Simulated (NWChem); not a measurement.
# C2H3F2, doublet; SMILES C[C](F)F

Program: NWChem. Spin-unrestricted. In the optimisation the excess spin sits in a' (Cs, its own frame). The geometry was optimised at PBE0/def2-SVP, spin-unrestricted. No stability test was run on the SCF state. Level: B3LYP/def2-SVP with COSMO at NWChem's default radii, gas-phase geometry; the question gives the dielectric constant. Reactions with the solvent are ignored.

Question: Predict the results for dielectric constant 20.7. Quantities: electrostatic solvation energy (kcal/mol); dipole in solution (D).

Answer: electrostatic solvation energy (kcal/mol): -1.9
dipole in solution (D): 2.13
